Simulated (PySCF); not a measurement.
## Correlation energy of Ge (germanium, neutral)

[Ar] 3d10 4s1 4p3, high-spin 5S determinant (an excited configuration). Computed with PySCF 2.14 in x2c-TZVPPall (6s5p4d1f, 48 functions), with the spin-free X2C one-electron Hamiltonian (Gaussian nucleus). Frozen: [Ne]; 22 electrons correlated.

| level | correlation energy (mhartree) |
| --- | --- |
| CCSD | -269.60 |
| (T) | -5.85 |
| CCSD(T) | -275.45 |

Diagnostics: T1 = 0.0066, D1 = 0.0140, largest double amplitude 0.049.

Cost of the coupled-cluster step: roughly 9 core-seconds, for 22 correlated electrons.

This basis was not built for core-valence correlation, so the inner-shell part is incomplete.
